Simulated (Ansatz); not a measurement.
Ansatz (a program for electronic structure) input:

Ansatz 0.2 input:
```yaml
crystal:
  periodic: [false, false, false]
  atoms:
    - {symbol: Si, position_ang: [-0.19625208, -0.48175245, -0.03802960]}
    - {symbol: N, position_ang: [-1.19694014, 0.78984709, 0.42972304]}
    - {symbol: Si, position_ang: [-3.05822731, 0.67498722, 0.51654357]}
    - {symbol: N, position_ang: [1.50384458, -0.13838467, 0.30246065]}
    - {symbol: Si, position_ang: [2.84388369, -0.33559770, -0.73606884]}
    - {symbol: H, position_ang: [-0.61586469, -1.71753064, 0.66708137]}
    - {symbol: H, position_ang: [-0.10058046, -0.82934518, -1.49584068]}
    - {symbol: H, position_ang: [-0.87884850, 1.72046631, 0.20533917]}
    - {symbol: H, position_ang: [-3.14049189, -0.37183175, 1.64298409]}
    - {symbol: H, position_ang: [-3.26915463, -0.39288190, -0.58457159]}
    - {symbol: H, position_ang: [1.69909492, 0.18734707, 1.23831242]}
    - {symbol: H, position_ang: [3.17115695, -1.75088510, -1.07678434]}
    - {symbol: H, position_ang: [2.67659341, 0.36111427, -2.03939884]}
    - {symbol: H, position_ang: [4.05810335, 0.22639117, -0.07663945]}
basis:
  gaussian:
    orbitals: def2-TZVPD
hamiltonian:
  xc: {name: r2SCANh}
total_charge: -1
output: {forces: true}
```

**Question.** What final total energy does it print?

**Answer.** -983.41023 Eh (r2SCANh/def2-TZVPD). The basis has 284 functions.

It need not be the lowest isomer of its formula. Whether it binds its extra electron was not tested at this geometry.
